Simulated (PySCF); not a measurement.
**Shieldings and the share of exact exchange**

Molecule: `B[C@@H]1C[C@@H]1C`, C4H9B.

Atoms are numbered as in `[BH2:1][C@@H:2]1[CH2:3][C@@H:4]1[CH3:5]`. Hydrogens are named by the atom that carries them. Ha(C3) is cis to B1 on the ring; Hb(C3) is trans to B1 on the ring.

GIAO shieldings (ppm, equivalent atoms averaged) in PySCF 2.14 on the PBE0-D3(BJ)/def2-SVP geometry, basis pcSseg-1, gas phase, non-relativistic:

| functional | exact exchange (%) | σ(B1) | σ(C2) | σ(C4) | σ(C3) |
| --- | --- | --- | --- | --- | --- |
| BLYP | 0 | 11.6 | 145.1 | 147.5 | 150.6 |
| BP86 | 0 | 15.0 | 149.6 | 152.3 | 154.7 |
| PBE | 0 | 13.0 | 149.5 | 152.4 | 154.8 |
| B3LYP | 20 | 16.2 | 152.6 | 154.6 | 157.4 |
| PBE0 | 25 | 19.3 | 158.5 | 160.6 | 162.7 |
| mPW1PW91 | 25 | 20.2 | 158.1 | 159.9 | 162.0 |
| HF | 100 | 39.2 | 177.0 | 176.1 | 178.1 |

Question: Fit each shielding as a line in the percentage of exact exchange.

Answer: σ(B1) = 12.9 + 0.26 x (rms 1.2 ppm); σ(C2) = 148.7 + 0.29 x (rms 2.1 ppm); σ(C4) = 151.4 + 0.25 x (rms 2.2 ppm); σ(C3) = 154.0 + 0.25 x (rms 1.9 ppm). The functionals also differ in their semilocal parts, which the line can't hold; Hartree–Fock has no correlation at all.

Question: What does the line predict for BHandHLYP (50 %), and what does the run give?

Answer: σ(B1): 25.9 predicted, 23.6 computed; σ(C2): 163.2 predicted, 162.3 computed; σ(C4): 163.9 predicted, 163.4 computed; σ(C3): 166.5 predicted, 165.9 computed ppm.
